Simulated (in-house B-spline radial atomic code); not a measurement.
**Ionising Co⁵⁺ with different functionals**

Computed with a B-spline radial code for spherical atoms: four-component Dirac-Coulomb Hamiltonian, Fermi nucleus of rms radius 3.7875 fm, spin-restricted, spherical fractional occupations for the functionals. The ionisation energy is the difference of two self-consistent energies, [Ar] 3d4 → [Ar] 3d3, without Breit or QED terms; ε is the level of the shell that loses the electron (mean over j). The electron is taken from both j subshells in proportion to 2j + 1, so the result is a j average, not the step between ground levels.

Hybrids are left out here: with spherical fractional occupations of an open shell their exact exchange keeps a self-interaction that integer-occupation calculations don't have.

```tsv
method	rung	ΔSCF (eV)	-ε(3d) (eV)
LDA VWN5	LDA	101.81	89.37
relativistic LDA	LDA	101.84	89.39
LDA PW92	LDA	101.80	89.36
LDA exchange-only	LDA	99.82	87.41
PBE	GGA	101.51	89.07
PBEsol	GGA	101.47	89.03
BLYP	GGA	101.45	89.01
RPBE	GGA	?	?
PW91	GGA	?	?
BP86	GGA	101.57	89.12
AM05	GGA	101.50	89.05
OLYP	GGA	101.94	89.46
```

**Question.** What does PW91 give?

**Answer.** ΔSCF 101.66 eV, and -ε(3d) = 89.21 eV.

**Question.** What does RPBE give?

**Answer.** ΔSCF 101.43 eV, and -ε(3d) = 88.99 eV.

**Question.** How do they compare with the NIST value?

**Answer.** NIST lists 102.0 eV ± 0.2 (semi-empirical, ground level to ground level). Errors run from -2.18 to -0.06 eV; OLYP is closest (-0.06 eV), though others lie within the uncertainty of it, and part of that can be cancellation, since the calculations leave out Breit-QED terms, spin polarisation, the choice among j levels, multiplet and fine-structure energies.
